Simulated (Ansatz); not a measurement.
C2H2F2Si can be A, `F[Si]1(F)C=C1`, or B, `FC1=C(F)[SiH2]1`.

Calculated with Ansatz (gas phase, PBE0-D4/def2-TZVP geometries, no zero-point term in ΔE). CCSD(T)/CBS is the MP2 limit (def2-TZVPP, def2-QZVPP) plus CCSD(T) − MP2 in def2-TZVPP, frozen cores. DFT in def2-TZVPP. B3LYP here is the variant with VWN-RPA as its local correlation; programs differ in this.

(1) Which is lower in electronic energy at CCSD(T)/CBS, and by how much? (Best estimate.)

(2) Give E(B) − E(A) in kJ/mol with B2PLYP, LDA (SPW92), MP2/def2-TZVPP, r2SCAN-D4, CCSD/def2-TZVPP, BLYP-D4, B3LYP. (Best estimate.)

(3) Does the order hold for the free energy at 298.15 K (harmonic terms from PBE0-D4)? (Estimate.)

Largest T1 diagnostic: 0.014.

Results:

(1) Computed: A, by 464.2 kJ/mol.

(2) The calculation gave: B2PLYP 450.3, LDA (SPW92) 397.8, MP2/def2-TZVPP 471.6, r2SCAN-D4 438.5, CCSD/def2-TZVPP 460.9, BLYP-D4 418.7, B3LYP 434.2. None reverses the order clearly.

(3) Computed: Yes: G(B) − G(A) = +451.5 kJ/mol.

Leaving LDA and LC-ωPBE aside and taking each functional with its dispersion term where it has one, the values, not all of them listed here, spread over 57.1 kJ/mol, from revPBE-D4 to BHLYP-D4. LDA lies −3.5 kJ/mol from PBE without D4. At CCSD(T), def2-SVP lies −60.6 kJ/mol from the extrapolated value and def2-TZVPP −9.6 kJ/mol.
